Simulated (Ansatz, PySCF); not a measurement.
Ga(F)2(SeH) (F2GaHSe), SMILES [SeH][Ga]([F])[F]. Atoms are numbered in the order given.

```xyz
5

Ga    -0.0250    -0.7636     0.0000
F      1.3876    -1.7826     0.0001
F     -1.5505    -1.6078     0.0001
Se     0.1002     1.5077    -0.0001
H     -1.3648     1.5975    -0.0001
```
Charge 0, spin multiplicity 1.

Geometry optimised at ωB97X-D3(BJ)/def2-SVP. The structure was generated by enumeration; whether it is a known compound was not checked. Other conformers were not sampled.

Two levels are set side by side: PBE-D3(BJ)/def2-SVP (Ansatz, a program for electronic structure) and ωB97X-D3(BJ)/def2-SVP (PySCF). Each level has its own optimised geometry; the coordinates shown are those of the second. Frequencies come from the Hessian of PySCF at each geometry. Differences are taken from unrounded values.

```tsv
quantity	ωB97X-D3(BJ)
mean bond length (Å)	1.807
bond Ga1–F2 (Å)	1.742
bond Ga1–F3 (Å)	1.743
bond Ga1–Se4 (Å)	2.275
bond Se4–H5 (Å)	1.468
highest harmonic wavenumber (cm⁻¹)	2499
mean harmonic wavenumber (cm⁻¹)	629
zero-point energy (kcal/mol)	8.09
```

**Question.** What does PBE-D3(BJ) give, and how far is it from ωB97X-D3(BJ)? (The exact figures need the calculation; the answer reports its results.)

**Answer.** 
```json
[
 {"quantity": "mean bond length (Å)", "PBE-D3(BJ)": "1.829", "PBE-D3(BJ) minus ωB97X-D3(BJ)": "0.022"},
 {"quantity": "bond Ga1–F2 (Å)", "PBE-D3(BJ)": "1.759", "PBE-D3(BJ) minus ωB97X-D3(BJ)": "0.017"},
 {"quantity": "bond Ga1–F3 (Å)", "PBE-D3(BJ)": "1.761", "PBE-D3(BJ) minus ωB97X-D3(BJ)": "0.018"},
 {"quantity": "bond Ga1–Se4 (Å)", "PBE-D3(BJ)": "2.308", "PBE-D3(BJ) minus ωB97X-D3(BJ)": "0.034"},
 {"quantity": "bond Se4–H5 (Å)", "PBE-D3(BJ)": "1.487", "PBE-D3(BJ) minus ωB97X-D3(BJ)": "0.019"},
 {"quantity": "highest harmonic wavenumber (cm⁻¹)", "PBE-D3(BJ)": "2357", "PBE-D3(BJ) minus ωB97X-D3(BJ)": "-142"},
 {"quantity": "mean harmonic wavenumber (cm⁻¹)", "PBE-D3(BJ)": "591", "PBE-D3(BJ) minus ωB97X-D3(BJ)": "-37"},
 {"quantity": "zero-point energy (kcal/mol)", "PBE-D3(BJ)": "7.61", "PBE-D3(BJ) minus ωB97X-D3(BJ)": "-0.48"}
]
```

GGA bonds tend to be longer and softer than those of functionals with exact exchange. Differences between two approximate levels are no errors against the true value.
